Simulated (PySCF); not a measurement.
## Spin states of MgTl

Unrestricted PBE0; Mg aug-cc-pVDZ, Tl aug-cc-pVDZ-PP with ECP60; scalar-relativistic core potentials (PySCF 2.14). Outer shells of the fragments: Mg 3s2; Tl 5d10 6s2 6p1.

Followed along the bond (rough minima from three points):

| 2Ms+1 | unpaired | ⟨S²⟩ at the start | R at minimum (Å) | Te (eV) |
| --- | --- | --- | --- | --- |
| 2 | π ↑ | 0.76 | 3.05 | 0.00 |
| 2 | σ ↑ | 0.76 | 3.43 | 0.14 |
| 4 | σ ↑↑, π ↑ | 3.75 | 2.95 | 1.63 |
| 4 | σ ↑, π ↑↑ | 3.75 | none in the scan | ≤ 1.66 |

Solutions found at the starting distance of 2.785 Å, counted from the lowest of them; the search is not exhaustive and high or unbound solutions are not listed, so other states can lie among these:

```json
{"2Ms+1": "2", "unpaired": "π ↑", "term": "²Π", "E (eV)": "0.00", "⟨S²⟩": "0.76", "⟨Lz²⟩": "1.00", "μ (D)": "-0.69"}
{"2Ms+1": "2", "unpaired": "σ ↑", "term": "²Σ⁺", "E (eV)": "0.42", "⟨S²⟩": "0.76", "⟨Lz²⟩": "0.00", "μ (D)": "1.63"}
{"2Ms+1": "4", "unpaired": "σ ↑↑, π ↑", "term": "⁴Π", "E (eV)": "1.59", "⟨S²⟩": "3.75", "⟨Lz²⟩": "1.00", "μ (D)": "-0.41"}
{"2Ms+1": "4", "unpaired": "σ ↑, π ↑↑", "term": "⁴Σ⁻", "E (eV)": "1.61", "⟨S²⟩": "3.75", "⟨Lz²⟩": "0.00", "μ (D)": "-1.73"}
{"2Ms+1": "2", "unpaired": "σ ↑↑, π ↓", "term": "mixed", "E (eV)": "2.00", "⟨S²⟩": "1.76", "⟨Lz²⟩": "1.00", "μ (D)": "-1.03"}
{"2Ms+1": "2", "unpaired": "σ ↑, π ↑↓", "term": "mixed", "E (eV)": "2.04", "⟨S²⟩": "1.75", "⟨Lz²⟩": "2.01", "μ (D)": "-1.92"}
```

A term symbol is given only where ⟨S²⟩ and ⟨Lz²⟩ are close to those of a pure state; real π, δ and φ orbitals otherwise mix terms. A positive dipole means Mg(−)Tl(+).

**Question.** Compare the gap between the two lowest followed solutions at the starting distance with the gap between their minima.

**Answer.** At PBE0 the second solution (doublet, unpaired electrons σ ↑) lies +0.42 eV from the first (doublet, unpaired electrons π ↑) at 2.785 Å and +0.14 eV at the minima; the two curves relax by different amounts, since their minima lie near 3.43 and 3.05 Å.

These are scalar-relativistic numbers at best; spin–orbit coupling would shift them, the dissociation energy most. Counting both spins, an empty level lies below a filled one in some of these solutions, because spin and occupation are held.
